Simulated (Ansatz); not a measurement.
Four-centre ligand exchange

Start structure (AlH₅SO₂, singlet), relaxed at PBE0-D4/def2-TZVP:

Al1  (-0.701, 0.141, 0.161)
H2  (-1.233, 1.092, -0.991)
O3  (-1.116, -1.521, 0.173)
O4  (-0.281, 0.870, 1.651)
H5  (1.998, 1.211, -0.566)
S6  (1.754, -0.110, -0.560)
H7  (-1.752, -1.890, -0.437)
H8  (-0.276, 0.369, 2.464)
H9  (1.606, -0.161, -1.895)
(Å)

The step: AlH₃O₂ ([OH][AlH][OH]) + H₂S → AlH₃SO₂ ([OH][Al]([OH])[SH]) + H₂; bonds formed: H2–H5; dative contacts that become bonds: Al1–S6; bonds broken: Al1–H2, H5–S6. Computed with Ansatz 0.2.0 (basis: def2-TZVPP and def2-QZVPP); correlated methods freeze the cores. Extrapolation: Hartree–Fock as exp(−7.88 √X), correlation as X^−2.97. Energies below are by CCSD(T) at an estimated basis limit (MP2 extrapolated from triple and quadruple zeta, plus CCSD(T) − MP2 in triple zeta).

Question: What are the electronic barrier and the energy of the step, from the start structure to the end structure? (To be estimated.)

Answer: The calculation gives: Barrier 17.83 kcal/mol; step energy -13.40 kcal/mol (downhill); reverse barrier, their difference, 31.23 kcal/mol. Barrier and step energy count from the start structure, the reverse barrier from the end structure.

The saddle point: One imaginary mode of 955i cm⁻¹.
| pair | start (Å) | saddle (Å) | end (Å) |
| --- | --- | --- | --- |
| Al1–S6 | 2.57 | 2.39 | 2.18 |
| H2–H5 | 3.26 | 1.18 | 0.75 |
| Al1–H2 | 1.59 | 1.70 | 2.49 |
| H5–S6 | 1.34 | 1.58 | 3.40 |

Zero-point energy (harmonic, PBE0-D4): ZPE is 32.68 kcal/mol at the start and 31.30 kcal/mol at the saddle, so the barrier goes from 17.83 to 16.44 kcal/mol.

T1 diagnostic: at most 0.013.

Exchanges of this kind with a chalcogen hydride build sulfide and selenide films.

Labels in which every atom is bracketed show which atoms are joined, not bond orders.

For scale, one of the runs: CCSD(T)/def2-TZVPP, 216 basis functions, launched by `ansatz run in.yaml --threads 4 --pin off --events-out ev --progress --plain --max-ram 9574MiB`. Time: 76 s of wall clock on 4 CPU threads of an Intel Xeon; the host was shared. Peak host memory: 3.1 GiB.
